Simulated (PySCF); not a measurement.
Compound: C3H8O3SSi.
Bonds: O1–S2 (double), S2–O3 (double), S2–O4, S2–C5, C5–C6, C6–Si7, Si7–C8, C5–C8. Hydrogens: H9 on O4; H10 on C5; H11, H12 on C6; H13, H14 on Si7; H15, H16 on C8.

Level: PBE0/pcSseg-1 and PBE0/def2-SVPD in PySCF, non-relativistic, on one gas-phase PBE0-D3(BJ)/def2-SVP geometry that isn't relaxed in the solvent. The solvent is an IEF-PCM continuum (Bondi radii, 1.10 Å for H, scaled by 1.2). The model holds no explicit solvent molecules, cavitation or dispersion.

Gas phase at PBE0/pcSseg-1: HOMO -8.62 eV, LUMO 0.11 eV, dipole 3.72 D.

Problem. What does the continuum do to the energy, the frontier levels and the dipole at PBE0/pcSseg-1 in acetone and water?

Solution. 
```json
{"solvent": "acetone", "ε": "20.49", "E(solvent) − E(gas) (kcal/mol)": "-9.63", "polarisation term (kcal/mol)": "-11.11", "distortion of the solute (kcal/mol)": "1.48", "HOMO (eV)": "-8.42", "LUMO (eV)": "0.35", "dipole (D)": "4.88"}
{"solvent": "water", "ε": "78.36", "E(solvent) − E(gas) (kcal/mol)": "-10.25", "polarisation term (kcal/mol)": "-11.96", "distortion of the solute (kcal/mol)": "1.71", "HOMO (eV)": "-8.41", "LUMO (eV)": "0.35", "dipole (D)": "4.97"}
```

The polarisation term is half the interaction of the solute with the surface charges that it induces; the rest is the cost of distorting the solute's density. The sum is the electrostatic part of solvation alone. From acetone to water the lowering changes by a factor 1.06, Onsager's factor (ε − 1)/(2ε + 1) by 1.06 and ε itself by 3.8.

Problem. Which radius a makes the point-dipole formula ΔE = −[(ε − 1)/(2ε + 1)]·μ²/a³ give the value in water, with the gas-phase dipole?

Solution. μ = 1.464 au and |ΔE| = 0.01634 Eh give a = 2.12 Å; the farthest nucleus lies 3.33 Å from the centroid of the nuclei, so such a sphere wouldn't even hold the nuclei. The formula assumes a rigid point dipole at the centre of a sphere.

Problem. Which Hirshfeld charges (PBE0/pcSseg-1) respond most in acetone (means over atoms taken as equivalent)?

Solution. 
```
  atoms                  environment  gas (e)  solvent (e)  change
  O1/O3              sulfonyl oxygen   -0.300       -0.327  -0.027
     H9            hydroxyl hydrogen   +0.186       +0.204  +0.018
    H10             methine hydrogen   +0.048       +0.062  +0.014
    H13                Si–H hydrogen   -0.067       -0.076  -0.009
H11/H15           methylene hydrogen   +0.048       +0.058  +0.010
     C5   sp3 carbon bound to sulfur   -0.037       -0.031  +0.006
     S2              sulfonyl sulfur   +0.557       +0.560  +0.003
  C6/C8  sp3 carbon bound to silicon   -0.164       -0.162  +0.002
    H14                Si–H hydrogen   -0.080       -0.079  +0.001
H12/H16           methylene hydrogen   +0.041       +0.040  -0.001
    Si7                 SiH2 silicon   +0.346       +0.345  -0.001
     O4              hydroxyl oxygen   -0.204       -0.204   0.000
```

Problem. How do the nuclear quadrupole coupling constants eQVzz/h respond in acetone?

Solution. 
```
  nucleus  Q (barn)  gas (MHz)  solvent (MHz)  η gas  η solvent
17O at O1   -0.0256      -8.34          -8.32   0.14       0.13
33S at S2  -0.06781     -16.29         -15.96   0.10       0.30
17O at O3   -0.0256      -8.51          -8.55   0.13       0.11
17O at O4   -0.0256     -10.29         -10.15   0.96       0.96
```

Gas phase at PBE0/def2-SVPD: HOMO -8.64 eV, LUMO -0.14 eV, dipole 3.81 D.

Problem. What does the continuum do to the energy, the frontier levels and the dipole at PBE0/def2-SVPD in acetone?

Solution. 
```csv
solvent,ε,E(solvent) − E(gas) (kcal/mol),polarisation term (kcal/mol),distortion of the solute (kcal/mol),HOMO (eV),LUMO (eV),dipole (D)
acetone,20.49,-9.45,-11.23,1.78,-8.42,0.16,5.16
```

The atom shares or the degeneracy of the LUMO differ from the gas phase in acetone, so that column needn't follow one orbital.

Problem. How does the static polarisability (PBE0/def2-SVPD, frozen core, with the continuum's full static response) change?

Solution. 
```csv
medium,isotropic (au),principal values (au),⟨r²⟩ of the electrons (bohr²)
gas,89.3,"80.8, 82.2, 104.8",1253.4
acetone,120.4,"112.2, 113.1, 136.0",1253.0
```

The isotropic value in acetone is 1.35 times the gas-phase one; no cavity-field correction is applied. ⟨r²⟩ is taken about the centre of nuclear charge.

The values belong to the conformer `[O:1]=[S:2](=[O:3])([OH:4])[CH:5]1[CH2:6][SiH2:7][CH2:8]1`: O1–S2–C5–C6 62°, H–O4–S2–O1 -139°.
